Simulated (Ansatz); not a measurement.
Input file for Ansatz (an electronic-structure program): R-r2SCAN/def2-TZVPP on CHBr (SMILES [CH]Br), 2S+1 = 1, a spin state set in the input, which need not be the lowest.

Ansatz 0.2 input:
```yaml
crystal:
  periodic: [false, false, false]
  atoms:
    - {symbol: C, position_ang: [-1.42774766, 0.60632564, 0.00000000]}
    - {symbol: Br, position_ang: [0.30284710, -0.09472599, 0.00000000]}
    - {symbol: H, position_ang: [-2.03316240, -0.32254406, 0.00000000]}
basis:
  gaussian:
    orbitals: def2-TZVPP
hamiltonian:
  xc: {name: r2SCAN}
```

The head of its log:

```
WARN ansatz: RAYON_NUM_THREADS=1 ignored (pool sized by the plan → 1); use --threads N
Functional definition: r2SCAN
integrals: 0.02 GiB planned
615 factors; their error is unknown
mean field: 0.20 GiB planned
mean field evaluation 1: about -71088.5107 eV, gradient 5.0e1 eV
mean field evaluation 2: about -71070.7756 eV, gradient 8.5e1 eV
```

Problem. Predict the final total energy.

Solution. -2612.6935 hartree.
